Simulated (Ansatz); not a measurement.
spiro-OMeTAD half (C53H42N2O4), 101 atoms. Hardware: 10 threads of AMD EPYC 7R13 on a shared host and a whole NVIDIA H100 80GB HBM3.

Correlated methods freeze 59 core orbitals. Single mean-field runs in 6-31G, def2-SVP, def2-TZVP are fitted with def2-universal-jkfit.

How many basis functions does each of these Ansatz runs have, and roughly what does it cost? MP2/def2-SVP, charge 0 singlet, energy, from earlier orbitals; PBE0-D4/def2-SVP, charge -1 doublet at the geometry of the charge 0 singlet, energy; PBE0-D4/def2-SVP, charge 1 doublet at the geometry of the charge 0 singlet, energy; PBE0-D4/def2-SVP, charge 0 singlet, energy, from earlier orbitals; PBE-D4/def2-SVP, charge 1 doublet at the geometry of the charge 0 singlet, energy, from earlier orbitals; PBE0-D4/def2-SVP, charge 0 triplet at the geometry of the charge 0 singlet, energy; PBE-D4/def2-TZVP, charge 0 singlet, energy, from earlier orbitals; BHLYP-D4/def2-SVP, charge 1 doublet at the geometry of the charge 0 singlet, energy, from earlier orbitals; HF/6-31G, charge 0 singlet, energy, from earlier orbitals; PBE0-D4/def2-TZVP, charge 0 singlet, energy, from earlier orbitals; B3LYP-D4/6-31G, charge 0 singlet, energy, from earlier orbitals; BHLYP-D4/def2-SVP, charge -1 doublet at the geometry of the charge 0 singlet, energy, from earlier orbitals.

Other jobs shared the machine, so times can vary by a factor of up to 3.

```csv
run,functions,fitting or Cholesky vectors,wall time,peak host memory (GiB)
"HF/6-31G, charge 0 singlet, energy, from earlier orbitals",615,5193,3.7 s,1.3
"B3LYP-D4/6-31G, charge 0 singlet, energy, from earlier orbitals",615,5193,4.8 s,1.3
"PBE0-D4/def2-SVP, charge 0 singlet, energy, from earlier orbitals",1036,5193,7 s,1.4
"PBE-D4/def2-SVP, charge 1 doublet at the geometry of the charge 0 singlet, energy, from earlier orbitals",1036,5193,7.5 s,1.7
"PBE-D4/def2-TZVP, charge 0 singlet, energy, from earlier orbitals",2081,5193,11 s,2
"PBE0-D4/def2-SVP, charge 1 doublet at the geometry of the charge 0 singlet, energy",1036,5193,14 s,1.8
"PBE0-D4/def2-TZVP, charge 0 singlet, energy, from earlier orbitals",2081,5193,16 s,2
"BHLYP-D4/def2-SVP, charge 1 doublet at the geometry of the charge 0 singlet, energy, from earlier orbitals",1036,5193,18 s,1.9
"BHLYP-D4/def2-SVP, charge -1 doublet at the geometry of the charge 0 singlet, energy, from earlier orbitals",1036,5193,18 s,1.7
"PBE0-D4/def2-SVP, charge -1 doublet at the geometry of the charge 0 singlet, energy",1036,5193,19 s,2
"PBE0-D4/def2-SVP, charge 0 triplet at the geometry of the charge 0 singlet, energy",1036,5193,19 s,2
"MP2/def2-SVP, charge 0 singlet, energy, from earlier orbitals",1036,10733,32 s,2.8
```
